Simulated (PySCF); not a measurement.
Assignment exercise: C6H14Si

Bonds (- single, = double, # triple, : aromatic): C1-C2, C2=C3, C3-C4, C4-C5, C3-C6, C6-Si7. C1 carries H8, H9, H10; C2 carries H11; C4 carries H12, H13; C5 carries H14, H15, H16; C6 carries H17, H18; Si7 carries H19, H20, H21. Stereochemistry as in C/C=C(/CC)C[SiH3].

A single conformation, averaged over atoms made equivalent by symmetry, fast rotation or ring inversion, non-relativistic Hamiltonian, in vacuum. GIAO PBE0/pcSseg-1 shieldings; GFN2-xTB structure; PySCF.

Shifts are taken against calculated references (same method and geometry level): ¹³C and ¹H vs TMS.

**Question.** Assign these signals to the numbered atoms. ¹³C{¹H} NMR (computed): δ 146.5, 125.4, 36.7, 17.8, 17.5, 13.9.

**Answer.** 
```tsv
δ (ppm)	atoms	environment	reason
146.5	C3	fully substituted alkene carbon	an sp2 carbon of a C=C bond
125.4	C2	alkene CH	as expected for a trigonal carbon in a double bond
36.7	C4	allylic sp3 CH2	saturated and bonded to C and H only
17.8	C5	methyl carbon	a saturated carbon with 1 carbon neighbour and no heteroatom attached
17.5	C1	allylic methyl carbon	aliphatic region, no heteroatom directly attached
13.9	C6	allylic sp3 CH2 bonded to Si	–
```

C5 and C1 lie closer than the usual error of such a calculation, so a measured spectrum could show them in the other order.

**Question.** Assign these signals to the numbered atoms. ¹H NMR (600 MHz, computed): δ 5.43 (q, 1H), 3.82 (t, 3H), 1.99 (q, 2H), 1.78 (q, 2H), 1.76 (d, 3H), 1.07 (t, 3H).

**Answer.** 
```tsv
δ (ppm)	atoms	environment	reason
5.43	H11	hydrogen on an alkene CH	attached to an sp2 carbon and in the plane of the double bond
3.82	H19/H20/H21	hydrogen on a silicon bonded to C	–
1.99	H12/H13	hydrogen on an allylic sp3 CH2	allylic position
1.78	H17/H18	hydrogen on an allylic sp3 CH2 bonded to Si	allylic position
1.76	H8/H9/H10	hydrogen on an allylic methyl carbon	allylic position
1.07	H14/H15/H16	hydrogen on a methyl carbon	–
```

H17/H18 and H8/H9/H10 lie closer than the usual error of such a calculation, so a measured spectrum could show them in the other order.

Shifts are as computed. Against solution values, carbons near 30 ppm lie about +3 ppm off and those near 130 ppm about +5 ppm. Of 1309 compounds with measured shifts, 239 miss one by over three times the rms of a fit or turn the order of signals round; such compounds aren't used in these exercises. Multiplicities follow the n + 1 count of equivalent neighbours, as no J values were calculated; m marks all less simple cases, F and P coupling included.
